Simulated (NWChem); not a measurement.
All runs are NWChem calculations. System: F$_{2}$Ge, charge 0, spin multiplicity 1, at a geometry optimised with PBE0/def2-SVP. The structure started from a generated list of species. Level: CCSD(T)/def2-SVP, 11 core orbitals frozen.

Job file:

```
start mol
memory heap 100 mb stack 700 mb global 1900 mb
geometry units angstroms nocenter noautoz
  Ge     0.000000     0.000000    -0.415964
  F      1.310517     0.000000     0.739491
  F     -1.310517     0.000000     0.739491
  symmetry group C2v
end
basis spherical
  * library def2-svp
end
scf
  rhf
  nopen 0
  maxiter 100
  thresh 1e-7
  semidirect memsize 60000000 filesize 0
end
ccsd
  freeze core 11
  maxiter 60
end
task ccsd(t) energy
```

NWChem printed:

```
             Northwest Computational Chemistry Package (NWChem) 7.3.0
             --------------------------------------------------------

                                NWChem Input Module
                                -------------------

 Scaling coordinates for geometry "geometry" by  1.889725989
 (inverse scale =  0.529177249)

 Turning off AUTOSYM since
 SYMMETRY directive was detected!

                             Geometry "geometry" -> ""
                             -------------------------

 Output coordinates in angstroms (scale by  1.889725989 to convert to a.u.)

  No.       Tag          Charge          X              Y              Z
 ---- ---------------- ---------- -------------- -------------- --------------
    1 Ge                  32.0000     0.00000000     0.00000000    -0.41596400
    2 F                    9.0000     1.31051700     0.00000000     0.73949100
    3 F                    9.0000    -1.31051700     0.00000000     0.73949100

 Effective nuclear repulsion energy (a.u.)     190.8126954100

            Nuclear Dipole moment (a.u.)
            ----------------------------
        X                 Y               Z
 ---------------- ---------------- ----------------
     0.0000000000     0.0000000000    -0.0000188973

      Symmetry information
      --------------------

 Group name             C2v
 Group number             16
 Group order               4
 No. of unique centers     2

      Symmetry unique atoms

     1    2


 Summary of "ao basis" -> "" (spherical)
 ------------------------------------------------------------------------------
       Tag                 Description            Shells   Functions and Types
 ---------------- ------------------------------  ------  ---------------------
 *                          def2-svp                  on all atoms

 Summary of "ao basis" -> "ao basis" (spherical)
 ------------------------------------------------------------------------------
       Tag                 Description            Shells   Functions and Types
 ---------------- ------------------------------  ------  ---------------------
 Ge                         def2-svp                12       32   5s4p3d
 F                          def2-svp                 6       14   3s2p1d

                                 NWChem SCF Module
                                 -----------------

  ao basis        = "ao basis"
  functions       =    60
  atoms           =     3
  closed shells   =    25
  open shells     =     0
  charge          =   0.00
  wavefunction    = RHF
  use symmetry    = T
  symmetry adapt  = T

 Summary of "ao basis" -> "ao basis" (spherical)
 ------------------------------------------------------------------------------
       Tag                 Description            Shells   Functions and Types
 ---------------- ------------------------------  ------  ---------------------
 Ge                         def2-svp                12       32   5s4p3d
 F                          def2-svp                 6       14   3s2p1d

      Symmetry analysis of basis
      --------------------------

        a1         25
        a2          7
        b1         17
        b2         11

 Forming initial guess at       0.0s

      Superposition of Atomic Density Guess
      -------------------------------------

 Sum of atomic energies:       -2273.62851310

      Non-variational initial energy
      ------------------------------

 Total energy =   -2273.599973
 1-e energy   =   -3553.720043
 2-e energy   =    1089.307374
 HOMO         =      -0.344125
 LUMO         =      -0.031462

      Symmetry analysis of molecular orbitals - initial
      -------------------------------------------------

  Numbering of irreducible representations:

     1 a1          2 a2          3 b1          4 b2

  Orbital symmetries:

     1 a1          2 a1          3 b1          4 a1          5 b2
     6 a1          7 b1          8 a1          9 b1         10 a1
    11 b2         12 a1         13 b1         14 a1         15 a2
    16 b2         17 a1         18 b1         19 a1         20 b1
    21 a1         22 b2         23 a2         24 b1         25 a1
    26 b2         27 b1         28 a1         29 a1         30 b2
    31 b1         32 a1         33 b2         34 a2         35 a1

 Starting SCF solution at       0.2s

 ----------------------------------------------
         Quadratically convergent ROHF

 Convergence threshold     :          1.000E-07
 Maximum no. of iterations :          100
 Final Fock-matrix accuracy:          1.000E-09
 ----------------------------------------------

              iter       energy          gnorm     gmax       time
             ----- ------------------- --------- --------- --------
                 1    -2273.8070415754  1.22D+00  3.35D-01      0.2
                 2    -2273.8821410583  2.34D-01  7.15D-02      0.3
                 3    -2273.8872412688  2.11D-02  7.49D-03      0.3
                 4    -2273.8873129832  1.64D-04  5.34D-05      0.3
                 5    -2273.8873129868  1.70D-08  4.63D-09      0.3

       Final RHF  results
       ------------------

         Total SCF energy =  -2273.887312986822
      One-electron energy =  -3553.853828081259
      Two-electron energy =   1089.153819684443
 Nuclear repulsion energy =    190.812695409994

        Time for solution =      0.1s

       Symmetry analysis of molecular orbitals - final
       -----------------------------------------------

  Numbering of irreducible representations:

     1 a1          2 a2          3 b1          4 b2

  Orbital symmetries:
[...]
     L   x y z        total         open         nuclear
     -   - - -        -----         ----         -------
     0   0 0 0     -0.000000      0.000000     50.000000

     1   1 0 0     -0.000000      0.000000      0.000000
     1   0 1 0     -0.000000      0.000000      0.000000
     1   0 0 1     -1.094457      0.000000     -0.000019

     2   2 0 0    -23.284001      0.000000    110.396548
     2   1 1 0     -0.000000      0.000000      0.000000
     2   1 0 1     -0.000000      0.000000      0.000000
     2   0 2 0    -16.882043      0.000000      0.000000
     2   0 1 1      0.000000      0.000000      0.000000
     2   0 0 2    -21.357387      0.000000     54.923249

                   Four-Index Transformation
                   -------------------------
          Number of basis functions:             60
          Number of shells:                      24
          Number of occupied orbitals:           25
          Number of occ. correlated orbitals:    14
          Block length:                          16
          Superscript MO index range:     12 -   25
          Subscript MO index range:       12 -   60
          MO coefficients read from:  ./mol.movecs
          Number of operator matrices in core:  210
          Half-transformed integrals produced

     Pass:    1     Index range:   12  -   25     Time:      0.94
 ------------------------------------------
 MP2 Energy (coupled cluster initial guess)
 ------------------------------------------
 Reference energy:          -2273.887312986822053
 MP2 Corr. energy:             -0.581210620684519
 Total MP2 energy:          -2274.468523607506540

 ****************************************************************************
              the segmented parallel ccsd program:    1 nodes
 ****************************************************************************

 level of theory    ccsd(t)
 number of core        11
 number of occupied    14
 number of virtual     35
 number of deleted      0
 total functions       60
 number of shells      24
 basis label          566

   ***** ccsd parameters *****
   iprt   =     0
   convi  =  0.100E-05
   maxit  =    60
   mxvec  =     5
 memory            104849940
  Using  1 OpenMP thread(s) in CCSD
  IO offset    20.000000000000000
  IO error message >End of File
  file_read_ga: failing reading from ./mol.t2
  Failed reading restart vector from ./mol.t2
  Using MP2 initial guess vector

-------------------------------------------------------------------------
 iter     correlation     delta       rms       T2     Non-T2      Main
             energy      energy      error      ampl     ampl      Block
                                                time     time      time
-------------------------------------------------------------------------
   1     -0.5615782382 -5.616D-01  6.490D-02     1.39     0.00     1.31
   2     -0.5800615442 -1.848D-02  1.194D-01     1.31     0.00     1.24
   3     -0.5783995744  1.662D-03  1.530D-02     1.30     0.00     1.21
   4     -0.5805054201 -2.106D-03  2.755D-03     1.27     0.00     1.19
   5     -0.5810155479 -5.101D-04  9.716D-04     1.25     0.00     1.18
   6     -0.5809910240  2.452D-05  7.741D-04     1.23     0.00     1.17
   7     -0.5809990578 -8.034D-06  1.518D-04     1.24     0.00     1.17
   8     -0.5810029101 -3.852D-06  2.524D-04     1.22     0.00     1.15
   9     -0.5810013735  1.537D-06  1.457D-05     1.22     0.00     1.16
  10     -0.5810027481 -1.375D-06  1.412D-05     1.24     0.00     1.17
  11     -0.5810030412 -2.931D-07  1.497D-06     1.23     0.00     1.16
  12     -0.5810032396 -1.984D-07  4.550D-07     1.23     0.00     1.16
                  *************converged*************
-------------------------------------------------------------------------

 -----------
 CCSD Energy
 -----------
 Reference energy:           -2273.887312986822053
 CCSD corr. energy:             -0.581003239605034
 Total CCSD energy:          -2274.468316226427305

 --------------------------------
 Spin Component Scaled (SCS) CCSD
 --------------------------------
 Same spin contribution:                 -0.149564370736625
 Same spin scaling factor:                1.130000000000000
 Opposite spin contribution:             -0.431438868868409
 Opposite spin scaling fact.:             1.270000000000000
 SCS-CCSD correlation energy:            -0.716935102395266
 Total SCS-CCSD energy:               -2274.604248089217435
 memory            104849940

*********triples calculation*********

nkpass=    1; nvpass=    1; memdrv=         120820; memtrn=         757796; memavail=      104849436
 memory available/node                      104849436
 total number of virtual orbitals        35
 number of virtuals per integral pass    35
 number of integral evaluations           1
 number of occupied per triples pass     14
 number of triples passes                 1

 commencing integral evaluation        1 at          16.13
  symmetry use  T
task         2 out of       300 done   0%  at       0.0 secs
task        15 out of       300 done   5%  at       0.1 secs
task        30 out of       300 done  10%  at       0.3 secs
task        47 out of       300 done  15%  at       0.3 secs
task        66 out of       300 done  22%  at       0.4 secs
task        75 out of       300 done  25%  at       0.4 secs
task        91 out of       300 done  30%  at       0.5 secs
task       106 out of       300 done  35%  at       0.5 secs
task       121 out of       300 done  40%  at       0.6 secs
task       135 out of       300 done  45%  at       0.6 secs
task       151 out of       300 done  50%  at       0.7 secs
task       166 out of       300 done  55%  at       0.7 secs
task       182 out of       300 done  60%  at       0.7 secs
task       201 out of       300 done  67%  at       0.7 secs
task       212 out of       300 done  70%  at       0.7 secs
task       225 out of       300 done  75%  at       0.8 secs
task       240 out of       300 done  80%  at       0.8 secs
task       255 out of       300 done  85%  at       0.8 secs
task       270 out of       300 done  90%  at       0.9 secs
task       285 out of       300 done  95%  at       0.9 secs
task       300 out of       300 done 100%  at       0.9 secs
 commencing triples evaluation - blocking       1
 ccsd(t): done        1 out of       35 progress:    2.9%
 ccsd(t): done        2 out of       35 progress:    5.7%
 ccsd(t): done        3 out of       35 progress:    8.6%
 ccsd(t): done        4 out of       35 progress:   11.4%
 ccsd(t): done        5 out of       35 progress:   14.3%
 ccsd(t): done        6 out of       35 progress:   17.1%
 ccsd(t): done        7 out of       35 progress:   20.0%
 ccsd(t): done        8 out of       35 progress:   22.9%
 ccsd(t): done        9 out of       35 progress:   25.7%
 ccsd(t): done       10 out of       35 progress:   28.6%
 ccsd(t): done       11 out of       35 progress:   31.4%
 ccsd(t): done       12 out of       35 progress:   34.3%
 ccsd(t): done       13 out of       35 progress:   37.1%
 ccsd(t): done       14 out of       35 progress:   40.0%
 ccsd(t): done       15 out of       35 progress:   42.9%
 ccsd(t): done       16 out of       35 progress:   45.7%
 ccsd(t): done       17 out of       35 progress:   48.6%
 ccsd(t): done       18 out of       35 progress:   51.4%
 ccsd(t): done       19 out of       35 progress:   54.3%
 ccsd(t): done       20 out of       35 progress:   57.1%
 ccsd(t): done       21 out of       35 progress:   60.0%
 ccsd(t): done       22 out of       35 progress:   62.9%
 ccsd(t): done       23 out of       35 progress:   65.7%
 ccsd(t): done       24 out of       35 progress:   68.6%
 ccsd(t): done       25 out of       35 progress:   71.4%
 ccsd(t): done       26 out of       35 progress:   74.3%
 ccsd(t): done       27 out of       35 progress:   77.1%
 ccsd(t): done       28 out of       35 progress:   80.0%
 ccsd(t): done       29 out of       35 progress:   82.9%
 ccsd(t): done       30 out of       35 progress:   85.7%
 ccsd(t): done       31 out of       35 progress:   88.6%
 ccsd(t): done       32 out of       35 progress:   91.4%
 ccsd(t): done       33 out of       35 progress:   94.3%
 ccsd(t): done       34 out of       35 progress:   97.1%
 ccsd(t): done       35 out of       35 progress:  100.0%
 Time for integral evaluation pass     1        0.91
 Time for triples evaluation pass      1        1.64

 pseudo-e(mp4)  -0.15149629931131E-01
 pseudo-e(mp5)   0.25068754049247E-02
        e(t)    -0.12642754526206E-01

 --------------
 CCSD(T) Energy
 --------------
 Reference energy:                   -2273.887312986822053

 CCSD corr. energy:                     -0.581003239605034
 T(CCSD) corr. energy:                  -0.015149629931131
 Total CCSD+T(CCSD) energy:          -2274.483465856358180

 CCSD corr. energy:                     -0.581003239605034
 (T) corr. energy:                      -0.012642754526206
 Total CCSD(T) energy:               -2274.480958980953346

 routine      calls  cpu(0)   cpu-min  cpu-ave  cpu-max   i/o
 aoccsd          1     0.01     0.01     0.01     0.01    0.00
 iterdrv         1     0.01     0.01     0.01     0.01    0.00
 pampt          12     0.05     0.05     0.05     0.05    0.00
 t2pm           12     0.09     0.09     0.09     0.09    0.00
 sxy            12     0.12     0.12     0.12     0.12    0.00
 ints      1049952    10.67    10.67    10.67    10.67    0.00
 t2eri        3600     2.83     2.83     2.83     2.83    0.00
 idx2         3600     0.47     0.47     0.47     0.47    0.00
 idx34          12     0.07     0.07     0.07     0.07    0.00
 ht2pm          12     0.14     0.14     0.14     0.14    0.00
 itm            12     0.57     0.57     0.57     0.57    0.00
 pdiis          12     0.02     0.02     0.02     0.02    0.00
 triples         1     0.00     0.00     0.00     0.00    0.00
 rdtrpo          1     0.01     0.01     0.01     0.01    0.00
 trpmos          1     0.91     0.91     0.91     0.91    0.00
 trpdrv          1     0.24     0.24     0.24     0.24    0.00
 dovvv      102900     0.58     0.58     0.58     0.58    0.00
 doooo      102900     0.29     0.29     0.29     0.29    0.00
 tengy       96040     0.48     0.48     0.48     0.48    0.00
 Total                17.57    17.57    17.57    17.57    0.00

 Task  times  cpu:       19.0s     wall:       19.0s

 Total times  cpu:       19.0s     wall:       19.0s
```
